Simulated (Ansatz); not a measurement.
Cost and result for the atomization energy of H4SSn, SMILES `[SH][SnH3]` (6 atoms, 5 bonds).

```json
{"atom": "S1", "x (Å)": "-1.800", "y (Å)": "-0.429", "z (Å)": "-0.206"}
{"atom": "Sn2", "x (Å)": "0.453", "y (Å)": "0.386", "z (Å)": "0.004"}
{"atom": "H3", "x (Å)": "-1.464", "y (Å)": "-1.701", "z (Å)": "0.067"}
{"atom": "H4", "x (Å)": "1.451", "y (Å)": "-0.404", "z (Å)": "-1.132"}
{"atom": "H5", "x (Å)": "1.019", "y (Å)": "0.095", "z (Å)": "1.586"}
{"atom": "H6", "x (Å)": "0.342", "y (Å)": "2.052", "z (Å)": "-0.320"}
```

Total charge 0; spin multiplicity 1. Correlated methods include outer-core shells of Sn, which these sets cover unevenly. Sn takes the def2 core potential. All single points use the PBE0-D4/def2-TZVP geometry. Program: Ansatz. All runs use 2 threads of a server CPU on a shared host. Times are those of one run each, without the atoms' runs, and a repeat can differ threefold. Electronic energies, without spin–orbit coupling; frozen cores. CCSD(T)/CBS adds CCSD(T) − MP2 in def2-TZVPP to the MP2 limit, and its time is that of the two runs behind it. T1 = 0.012. With those shells the extrapolation isn't a true limit. B3LYP takes the VWN-RPA correlation (the form of Gaussian; ORCA's B3LYP/G).

CCSD(T)/CBS is a level of theory with its own doubt, some kJ/mol a heavy atom from the limit and from the frozen cores, so smaller differences don't rank the functionals.

```tsv
level	functions	wall time	atomization (kcal/mol)	difference from CCSD(T)/CBS	per bond
revPBE-D4/def2-TZVPP	148	0.75 s	333.4	-14.9	-3.0
BLYP-D4/def2-TZVPP	148	0.8 s	337.8	-10.5	-2.1
CCSD(T)/def2-SVP	64	0.8 s	315.9	-32.4	-6.5
PBE0-D4/def2-TZVPP	148	1 s	338.4	-9.9	-2.0
BHLYP-D4/def2-TZVPP	148	1 s	337.0	-11.3	-2.3
CAM-B3LYP-D4/def2-TZVPP	148	1.2 s	343.6	-4.7	-0.9
B3LYP-D4/def2-TZVPP (with forces)	148	1.4 s	341.9	-6.4	-1.3
r2SCANh-D4/def2-TZVPP	148	1.6 s	342.0	-6.3	-1.3
B97M-V/def2-TZVPP	148	2.5 s	355.4	7.1	1.4
ωB97M-V/def2-TZVPP (with forces)	148	3.6 s	345.7	-2.6	-0.5
MP2/def2-QZVPP	272	4.4 s	334.6	-13.7	-2.8
CCSD(T)/def2-TZVPP	148	7 s	338.2	-10.1	-2.0
CCSD(T)/CBS(def2)	–	11 s	348.3	0.0	0.0
```

From PBE to PBE0 (25 % exact exchange), in def2-TZVPP and without D4, the atomization energy moves by −1.4 kcal/mol: exact exchange takes away binding that semilocal exchange gives to molecules. At CCSD(T), def2-SVP lies −32.4 kcal/mol from the extrapolated value and def2-TZVPP −10.1 kcal/mol: correlation converges slowly with the basis, and small sets miss more of it in the bonded molecule than in its fragments. Leaving LDA and LC-ωPBE aside and taking each functional with its dispersion term where it has one, the values spread over 22.0 kcal/mol, from revPBE-D4 to B97M-V. LDA lies +52.1 kcal/mol from PBE without D4, its usual overbinding.

Spin–orbit coupling would lower the free Sn atoms strongly, and the atomization energy with them, by more than many differences here. For some Ge, Se and Sn compounds the MP2-based and the directly extrapolated limit differ by 10 to 25 kJ/mol.
